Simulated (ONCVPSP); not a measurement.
# Before and after: ONCV potential for silicon

Si (Z = 14), optimised norm-conserving Vanderbilt (ONCV), made with ONCVPSP 4.0.1 (LDA (Perdew-Wang 92), scalar-relativistic). Core [Ne], reference 3s2 3p2. Waves: 3s: rc 1.80 bohr, ncon 3, nbas 7, qcut 4.6 1/bohr, 2 projectors, debl 0.9 Ha; 3p: rc 1.85 bohr, ncon 4, nbas 7, qcut 3.8 1/bohr, 2 projectors, debl 1.9 Ha; d scattering state at 0.36 Ha: rc 1.80 bohr, ncon 3, nbas 7, qcut 5.8 1/bohr, 2 projectors, debl 0.3 Ha. Local part: polynomial inside 1.55 bohr (lpopt 5, dvloc0 1 Ha). Core correction: Teter function, fcfact 4.75, rcfact 1.55.

Change: all radii but the core radius scaled by about 1.27 (s 2.28, p 2.34, d 2.28 bohr); local potential polynomial inside 1.96 bohr (lpopt 5, dvloc0 1 Ha).

Cutoffs: the cutoffs (Ha) at which the residual kinetic energy of the hardest occupied pseudo-wave falls to 1 and 0.1 mHa per electron; they do not see the model core or the augmentation charge, which bear on the density cutoff. Errors are all-electron minus pseudo energies relative to the spin-unpolarised reference configuration.

Q: How do hardness, ghosts and transferability respond?

A: The potential gets softer (7.8 Ha and 9.8 Ha → 6.5 Ha and 8.3 Ha); of the 4 tests that both files solve, the error grows in 2 and shrinks in 0 by more than 15 % and 0.3 meV (median size 12.7 → 20.7 meV); neither file shows a bound ghost. A larger radius leaves more room for a smooth pseudo-wave, so fewer plane waves are needed.

| quantity | base | changed |
| --- | --- | --- |
| cutoff, loose | 7.8 Ha | 6.5 Ha |
| cutoff, tight | 9.8 Ha | 8.3 Ha |
| loose cutoff by channel | s 7.8 Ha, p 3.3 Ha | s 6.5 Ha, p 3.2 Ha |
| bound ghosts | none | none |
| GHOST(+) flags under 300 eV | none | none |
| error for 3s2 3p1, meV [ΔE 7.82 eV] | -1.9 | -1.6 |
| error for 3s2 3p0, meV [ΔE 23.93 eV] | -15 | -13 |
| error for 3s1 3p0, meV [ΔE 58.07 eV] | -106 | -135 |
| error for 3s0 3p4, meV [ΔE 13.78 eV] | -11 | -29 |
| rms error of d²Exc/dni dnj with the model core, mHa | 1.25 | 1.45 |
